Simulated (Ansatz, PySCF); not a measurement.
BH2, SMILES [BH2+], charge +1.

The structure is a stationary point at r2SCAN-D4/def2-TZVPD.

Two levels are set side by side: PBE/def2-TZVPD (Ansatz, a program for electronic structure) and EOM-CCSD/aug-cc-pVDZ (PySCF). PBE by ΔSCF, the other level by its IP root; same geometry, the bases differ. Differences are taken from unrounded values.

| quantity | EOM-CCSD | PBE | PBE minus EOM-CCSD |
|---|---|---|---|
| vertical ionisation energy (eV) | 24.44 | 24.21 | -0.23 |

On these quantities the two levels nearly agree.
